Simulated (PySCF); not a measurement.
B3LYP has the VWN-RPA correlation part, as in Gaussian. Delta-SCF ions had no search for a lower state. Excitations are Tamm–Dancoff values on a coarser integration grid. The basis has no diffuse functions, so Rydberg states are missing or too high.

Cartesian coordinates (Å):
SMILES: [OH][Ga]([SH])[SH]
```xyz
7

O     -1.5319    -0.9866    -0.0896
Ga     0.0077    -0.0750     0.0044
S      1.9392    -1.1489     0.0775
S     -0.1619     2.1203     0.0409
H     -1.4310    -1.9436    -0.1078
H      2.6635    -0.0182     0.1399
H     -1.5049     2.0750    -0.0279
```
Charge 0, multiplicity 1.

**Question.** Give the dipole moment, vertical ionisation energy (Delta-SCF) and T1 excitation (TDA) at the level B3LYP-D3(BJ)/def2-TZVP (PySCF).

**Answer.** 
- dipole moment = 0.58 D
- vertical ionisation energy (Delta-SCF) = 9.58 eV
- T1 excitation (TDA) = 4.75 eV
